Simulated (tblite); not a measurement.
Input of a run (GFN2-xTB geometry optimisation, gas phase (tblite 0.8.0)), started from a force field or distance geometry:
```
{"job": {"kind": "relax", "xc": "GFN2-xTB", "basis": "xTB"}, "charge": 0, "multiplicity": 1}
C     -3.132900    -1.154800     0.592500
C     -2.298100    -0.192000     0.167200
C     -2.584500     1.259400     0.374400
C     -1.000800    -0.514200    -0.536900
O      0.079100    -0.038300     0.281700
C      1.304900    -0.259600    -0.269200
O      1.518800    -0.807600    -1.341200
C      2.375800     0.288400     0.666300
C      3.775400     0.064900     0.118000
H     -4.077000    -0.907300     1.099600
H     -2.929700    -2.208600     0.447500
H     -3.571900     1.418900     0.846700
H     -2.611600     1.780800    -0.584200
H     -1.831500     1.730600     1.004200
H     -0.991100    -0.023500    -1.507800
H     -0.894000    -1.602900    -0.657200
H      2.195600     1.359300     0.801900
H      2.273600    -0.227100     1.629000
H      3.896700     0.569800    -0.843900
H      4.520600     0.472300     0.816200
H      3.973500    -0.991300    -0.022300
```

Output (eV, eV/Å):
```
step      E/eV     max force
  0    -795.15891    2.013
  1    -795.22920    1.724
  2    -795.25612    0.455
  3    -795.26176    0.287
  4    -795.26418    0.175
  5    -795.26580    0.111
  6    -795.26725    0.077
  7    -795.26782    0.049
  8    -795.26820    0.041
  9    -795.26852    0.053
 10    -795.26885    0.056
 11    -795.26913    0.035
 12    -795.26937    0.038
 13    -795.26964    0.040
 14    -795.26996    0.061
 15    -795.27032    0.059
 16    -795.27066    0.045
 17    -795.27095    0.042
 18    -795.27119    0.031
 19    -795.27133    0.027
 20    -795.27141    0.017
 21    -795.27147    0.018
 22    -795.27153    0.016
 23    -795.27159    0.019
 24    -795.27164    0.015
 25    -795.27169    0.015
 26    -795.27174    0.018
 27    -795.27179    0.021
 28    -795.27184    0.019
 29    -795.27189    0.015
 30    -795.27194    0.017
 31    -795.27197    0.014
 32    -795.27200    0.013
 33    -795.27203    0.012
 34    -795.27205    0.012
 35    -795.27208    0.013
 36    -795.27212    0.013
 37    -795.27217    0.016
 38    -795.27222    0.017
 39    -795.27229    0.018
 40    -795.27237    0.018
 41    -795.27244    0.019
 42    -795.27252    0.020
 43    -795.27259    0.019
 44    -795.27265    0.018
 45    -795.27271    0.014
 46    -795.27275    0.015
 47    -795.27280    0.017
 48    -795.27286    0.016
 49    -795.27289    0.011
 50    -795.27291    0.010
 51    -795.27293    0.014
 52    -795.27296    0.013
 53    -795.27298    0.013
 54    -795.27300    0.010
```

Question: Summarise the run.

Answer: The energy falls by 11.0 kJ/mol over 54 L-BFGS steps, the largest force on an atom goes from 2.01 to 0.010 eV/Å, and the atoms move by 0.054 Å rms after alignment. The bond that changes most is O5–C6 (ends: ester single-bonded oxygen; ester carbonyl carbon), which shortens by 0.025 Å. Bonds longer at the end by more than 0.005 Å: 1 of 20; shorter: 11. Among the angles that change most is C4–O5–C6, from 113.1° to 116.3°. The energy never rose by more than 1e-5 eV on the way. The first step brought 62 % of the lowering.

Question: What are the final bond lengths?

Answer: C1=C2 1.323 Å, C2–C3 1.496 Å, C2–C4 1.503 Å, C4–O5 1.433 Å, O5–C6 1.337 Å, C6=O7 1.202 Å, C6–C8 1.513 Å, C8–C9 1.522 Å, C1–H10 1.077 Å, C1–H11 1.076 Å, C3–H12 1.086 Å, C3–H13 1.090 Å, C3–H14 1.089 Å, C4–H15 1.098 Å, C4–H16 1.095 Å, C8–H17 1.092 Å, C8–H18 1.092 Å, C9–H19 1.087 Å, C9–H20 1.087 Å, C9–H21 1.087 Å. Numbering counts from 1 in the input's order; the species is `C=C(C)COC(=O)CC`.

On Arm Neoverse V2, one thread, shared host, this took 0.31 s wall.

Its lowest GFN2-xTB frequency is 17i cm⁻¹, too small to tell a flat minimum from a shallow saddle. The numbers are those of one conformer. 3 starts were optimised and ended at 0.00, 0.01 and 0.03 kcal/mol (GFN2-xTB); the lowest of these is shown.

Conformer computed: `[CH2:1]=[C:2]([CH3:3])[CH2:4][O:5][C:6](=[O:7])[CH2:8][CH3:9]`: C1–C2–C4–O5 -119°, C2–C4–O5–C6 180°, C4–O5–C6–O7 1°, O5–C6–C8–C9 180°.
